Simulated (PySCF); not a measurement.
Compound: C₃H₁₄OSi₃.
Atom-mapped SMILES: `[CH3:1][CH2:2][Si@H:3]([OH:4])[CH:5]([SiH3:6])[SiH3:7]` (hydrogens: H8, H9, H10 on C1; H11, H12 on C2; H13 on Si3; H14 on O4; H15 on C5; H16, H17, H18 on Si6; H19, H20, H21 on Si7)

Level: PBE0/pcSseg-1 and B3LYP/def2-SVPD in PySCF, non-relativistic, on one gas-phase PBE0-D3(BJ)/def2-SVP geometry that isn't relaxed in the solvent. The solvent is an IEF-PCM continuum (Bondi radii, 1.10 Å for H, scaled by 1.2). The model holds no explicit solvent molecules, cavitation or dispersion.

Gas phase at PBE0/pcSseg-1: HOMO -8.18 eV, LUMO 0.20 eV, dipole 0.99 D.

What does the continuum do to the energy, the frontier levels and the dipole at PBE0/pcSseg-1 in dichloromethane and methanol?

```json
{"solvent": "dichloromethane", "ε": "8.93", "E(solvent) − E(gas) (kJ/mol)": "-15.31", "polarisation term (kJ/mol)": "-16.74", "distortion of the solute (kJ/mol)": "1.43", "HOMO (eV)": "-8.04", "LUMO (eV)": "0.40", "dipole (D)": "1.35"}
{"solvent": "methanol", "ε": "32.61", "E(solvent) − E(gas) (kJ/mol)": "-17.88", "polarisation term (kJ/mol)": "-19.91", "distortion of the solute (kJ/mol)": "2.03", "HOMO (eV)": "-8.03", "LUMO (eV)": "0.42", "dipole (D)": "1.43"}
```

The polarisation term is half the interaction of the solute with the surface charges that it induces; the rest is the cost of distorting the solute's density. The sum is the electrostatic part of solvation alone. From dichloromethane to methanol the lowering changes by a factor 1.17, Onsager's factor (ε − 1)/(2ε + 1) by 1.14 and ε itself by 3.7.

Which Hirshfeld charges (PBE0/pcSseg-1) respond most in dichloromethane (means over atoms taken as equivalent)?

```json
{"atoms": "O4", "environment": "silanol oxygen", "gas (e)": "-0.303", "solvent (e)": "-0.317", "change": "-0.014"}
{"atoms": "H14", "environment": "hydroxyl hydrogen", "gas (e)": "+0.166", "solvent (e)": "+0.175", "change": "+0.009"}
{"atoms": "H15", "environment": "methine hydrogen", "gas (e)": "+0.047", "solvent (e)": "+0.056", "change": "+0.009"}
{"atoms": "H11", "environment": "methylene hydrogen", "gas (e)": "+0.039", "solvent (e)": "+0.044", "change": "+0.005"}
{"atoms": "Si6", "environment": "SiH3 silicon", "gas (e)": "+0.297", "solvent (e)": "+0.299", "change": "+0.002"}
{"atoms": "H19/H20/H21", "environment": "Si–H hydrogen", "gas (e)": "-0.076", "solvent (e)": "-0.078", "change": "-0.002"}
```

Which Mayer bond orders change most in dichloromethane?

```csv
bond,length (Å),gas,solvent,change
O4–H14,0.961,0.932,0.922,-0.010
Si3–C5,1.888,0.822,0.831,+0.009
C5–H15,1.108,0.907,0.899,-0.008
C5–Si7,1.886,0.882,0.889,+0.007
Si3–O4,1.673,1.002,0.997,-0.005
C2–Si3,1.869,0.920,0.924,+0.004
Si6–H16,1.495,0.954,0.950,-0.004
Si7–H20,1.494,0.954,0.950,-0.004
```

How do the nuclear quadrupole coupling constants eQVzz/h respond in dichloromethane?

```
  nucleus  Q (barn)  gas (MHz)  solvent (MHz)  η gas  η solvent
17O at O4   -0.0256      -8.97          -8.62   0.60       0.61
```

Gas phase at B3LYP/def2-SVPD: HOMO -7.94 eV, LUMO -0.29 eV, dipole 1.03 D.

What does the continuum do to the energy, the frontier levels and the dipole at B3LYP/def2-SVPD in dichloromethane?

| solvent | ε | E(solvent) − E(gas) (kJ/mol) | polarisation term (kJ/mol) | distortion of the solute (kJ/mol) | HOMO (eV) | LUMO (eV) | dipole (D) |
| --- | --- | --- | --- | --- | --- | --- | --- |
| dichloromethane | 8.93 | -14.82 | -16.58 | 1.76 | -7.79 | -0.07 | 1.45 |

How does the static polarisability (B3LYP/def2-SVPD, frozen core, with the continuum's full static response) change?

```json
{"medium": "gas", "isotropic (au)": "122.6", "principal values (au)": "103.6, 123.4, 140.7", "⟨r²⟩ of the electrons (bohr²)": "1789.5"}
{"medium": "dichloromethane", "isotropic (au)": "160.6", "principal values (au)": "141.8, 164.1, 175.8", "⟨r²⟩ of the electrons (bohr²)": "1790.1"}
```

The isotropic value in dichloromethane is 1.31 times the gas-phase one; no cavity-field correction is applied. ⟨r²⟩ is taken about the centre of nuclear charge.

The values belong to the conformer `[CH3:1][CH2:2][Si@H:3]([OH:4])[CH:5]([SiH3:6])[SiH3:7]`: C1–C2–Si3–O4 -61°, C2–Si3–C5–Si6 177°, H–O4–Si3–C2 173°.
